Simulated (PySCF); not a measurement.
Relaxation of singlet TcO₂F₃

Computed with B3LYP in PySCF with Tc def2-SVP with ECP28, O def2-SVP, F def2-SVP; scalar-relativistic core potentials, no spin–orbit coupling; density-fitted integrals. A (50,194) grid was used.

A hand-made square pyramidal (ligand arrangement 1) start, of Cs symmetry, held to at least that symmetry:

Coordinates in bohr (charge 0 multiplicity 1):
```
Tc   -0.0803   -0.0803   -0.0959
O    -3.3520   -0.0803   -0.7913
O    -0.0803   -3.3520   -0.7913
F    -0.0803   -0.0803    3.5324
F     3.4686   -0.0803   -0.8503
F    -0.0803    3.4686   -0.8503
```

Optimiser trace:
```csv
step,E − E(last) (kJ/mol),largest gradient (Eh/bohr)
0,112.64,0.08758
1,7.43,0.02280
2,1.81,0.00870
3,0.14,0.00251
4,0.02,0.00189
5,0.00,0.00036
6,0.00,0.00007
```

It ends at Cs with Tc–F 1.809 Å, Tc–F 1.883 Å (×2), Tc–O 1.660 Å (×2); F–Tc–F 75.6°, F–Tc–F 104.3° (×2), F–Tc–O 85.5° (×2), F–Tc–O 105.5° (×2), F–Tc–O 147.8° (×2), O–Tc–O 97.9° (after a last refinement on a finer grid). A frequency run shows 1 imaginary mode, down to 138i cm⁻¹, so it is a saddle point. Other isomers or separated fragments may lie lower.

Final geometry:
Coordinates in bohr (charge 0 multiplicity 1):
```
Tc   -0.1563   -0.1563   -0.0187
O    -3.1755    0.1696   -0.8048
O     0.1696   -3.1755   -0.8048
F    -0.0870   -0.0870    3.3990
F     3.2562    0.1709   -0.9733
F     0.1709    3.2562   -0.9733
```

The relaxation took about 50 core-seconds on a shared host.
